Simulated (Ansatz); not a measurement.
Zr(OH)2Cl2 (ZrCl2O2H2). The state is a singlet with charge 0. Geometry r2SCAN-D4/def2-SVP, basis def2-TZVP, Ansatz.

| run | HOMO (eV) | LUMO (eV) |
| --- | --- | --- |
| A | -8.93 | -1.34 |
| B | -11.70 | 0.91 |
| C | -11.32 | 0.82 |
| D | -8.64 | -1.55 |
| E | -7.52 | -2.14 |
| F | -7.91 | -2.00 |

In the def2 sets Zr takes a core potential; there is no spin–orbit coupling. LC-ωPBE has ω = 0.4 bohr⁻¹. B3LYP takes the VWN-RPA correlation.

**Question.** The runs used B3LYP, LC-ωPBE, PBE, PBE0, r2SCAN, ωB97X-V. Estimate which is which.

**Answer.** A PBE0 (25 % exact exchange); B LC-ωPBE (range-separated); C ωB97X-V (range-separated); D B3LYP (20 % exact exchange); E PBE (0 % exact exchange); F r2SCAN (0 % exact exchange). Exact exchange lowers occupied and raises empty levels; among semilocal functionals meta-GGAs tend to open the gap a little, and such runs are hard to tell apart. The gap grows from 5.38 eV (PBE) to 12.62 eV (LC-ωPBE).
